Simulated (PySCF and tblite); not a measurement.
The numbers below are computed, except where a source is named.
C₆H₉F₃O, numbered as in [F:1][C:2]([F:3])([F:4])[C@@H:5]1[CH2:6][CH2:7][CH2:8][CH2:9][O:10]1.

Geometries PBE0-D3(BJ)/def2-SVP; weights from PBE0-D3(BJ)/def2-SVPD energies and GFN2-xTB thermal corrections, with symmetry numbers and mirror pairs. Conformers within 4 kcal/mol (GFN2-xTB free energy) were kept, 5 at most. (PySCF 2.14, tblite 0.8.)

The 6-ring runs over atoms 5–6–7–8–9–10.

```json
{"conformer": "1", "shape": "6-ring chair (all substituents equatorial)", "symmetry": "C1"}
{"conformer": "2", "shape": "6-ring twist-boat (ring torsions 62, -25, -36, 66, -27, -36°)", "symmetry": "C1"}
{"conformer": "3", "shape": "6-ring chair (C2 axial)", "symmetry": "C1"}
{"conformer": "4", "shape": "6-ring between boat and twist-boat (ring torsions 49, -62, 19, 40, -54, 6°)", "symmetry": "C1"}
```

**Question.** Which of these conformers is the most populated at 298.15 K, and with what share?

**Answer.** Conformer 1, about 97 %.

**Question.** Give the DFT energies and free energies relative to the lowest, and all weights.

**Answer.** 
```csv
conformer,shape,E(DFT) kcal/mol,G(298.15 K) kcal/mol,weight %
1,6-ring chair (all substituents equatorial),0.00,0.00,97.0
2,"6-ring twist-boat (ring torsions 62, -25, -36, 66, -27, -36°)",4.39,4.36,0.1
3,6-ring chair (C2 axial),1.67,2.08,2.9
4,"6-ring between boat and twist-boat (ring torsions 49, -62, 19, 40, -54, 6°)",5.87,6.09,0.0
```

**Question.** How does its share change from 200 K to 400 K?

**Answer.** From 99 % to 93 %; the mixing entropy goes from 0.07 to 0.53 cal/(mol K).
